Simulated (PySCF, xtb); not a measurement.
C₃H₉BFN, SMILES C(NB(F)C)C.

xtb with GFN2-xTB at its own geometry gives an orbital gap of 6.35 eV and a dipole moment of 2.83 D.

Geometry optimised at ωB97X-D3(BJ)/def2-SVP. The structure was generated by enumeration, and PubChem lists no compound with its InChIKey, so it may never have been made. The values are those of a single conformer.

Task: What does PBE/def2-TZVP run with PySCF give? (Estimate from the structure and the level; the computed values follow.)

Result: gap 6.24 eV (levels -6.16 and 0.07 eV), dipole 2.22 D.
